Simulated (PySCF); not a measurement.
A calculated (M06-2X, PySCF 2.14, jorge-DZP-DKH, scalar relativity by spin-free X2C-1e) atom or ion has these occupied shells.

```json
{"shell": "1s", "electrons": "2", "orbital energy (eV)": "-207.92", "rms radius, mean of both spins (bohr)": "0.380"}
{"shell": "2s", "electrons": "2", "orbital energy (eV)": "-21.986", "rms radius, mean of both spins (bohr)": "1.94"}
```

Name the element and its charge.

B+ (boron, charge +1), in [He] 2s2, closed-shell 1S.
